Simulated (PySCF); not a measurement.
Species: CH11NOSi3.
Numbering: `[CH3:1][SiH2:2][Si@@H:3]([NH2:4])[O:5][SiH3:6]` (hydrogens: H7, H8, H9 on C1; H10, H11 on Si2; H12 on Si3; H13, H14 on N4; H15, H16, H17 on Si6)

A linear-response calculation (PySCF, def2-SVPD basis, gas phase, vertical, core orbitals frozen in the response) gave these numbers; the functional is withheld.

Orbital energies (eV): HOMO-3 -8.94, HOMO-2 -8.69, HOMO-1 -7.62, HOMO -7.33, LUMO -0.51, LUMO+1 0.04, LUMO+2 0.57.

| state | E (eV) | f | main configurations (H = HOMO, L = LUMO) |
| --- | --- | --- | --- |
| S1 | 5.96 | 0.029 | H→L (98%) |
| S2 | 6.17 | 0.015 | H-1→L (91%) |
| S3 | 6.56 | 0.034 | H→L+1 (89%) |
| S4 | 6.84 | 0.022 | H-1→L+1 (82%) |
| S5 | 7.09 | 0.0053 | H→L+2 (89%) |
| S6 | 7.18 | 0.0097 | H→L+3 (90%) |

Triplets, Tamm–Dancoff:

```
state  E (eV)  λ (nm)  main configurations (H = HOMO, L = LUMO)
   T1    5.49   225.9                                 H→L (90%)
   T2    5.87   211.4                               H-1→L (84%)
   T3    6.06   204.6                               H→L+1 (76%)
   T4    6.43   192.8                             H-1→L+1 (78%)
```

Vertical ionisation energy by ΔSCF with the same functional: 9.24 eV. Mean static polarisability: 106.7 au.

Question: Name the functional.
A. wB97X-D
B. B3LYP
C. HF
D. PBE

Answer: B. B3LYP is a global hybrid with 20% exact exchange. In this run −ε(HOMO) = 7.33 eV differs from the ΔSCF value by -1.91 eV, and S1 differs from the orbital gap of 6.83 eV by -0.87 eV. The ratio −ε(HOMO)/IP is 0.79. Usual ranges for neutral molecules in this basis: 0.67 to 0.83 with B3LYP, 0.5 to 0.7 with PBE, 0.89 to 0.99 with wB97X-D; with Hartree–Fock the ratio is 1 or more (Koopmans' value less the relaxation energy is the ΔSCF value). The other options: PBE, a GGA without exact exchange; HF, time-dependent Hartree–Fock, 100% exact exchange; wB97X-D, range-separated, 22% exact exchange at short range and 100% at long range (ω = 0.2 bohr⁻¹).

Method used: PySCF 2.14.0, density-fitted response routines, TDDFT B3LYP/def2-SVPD, vertical, gas phase, core orbitals frozen in the response. Isolated species at its PBE0-D3(BJ)/def2-SVP geometry (one conformer only).

Conformer computed: `[CH3:1][SiH2:2][Si@@H:3]([NH2:4])[O:5][SiH3:6]`: C1–Si2–Si3–N4 -52°, Si2–Si3–O5–Si6 -54°, H–N4–Si3–Si2 -168°, H–N4–Si3–Si2 44°.
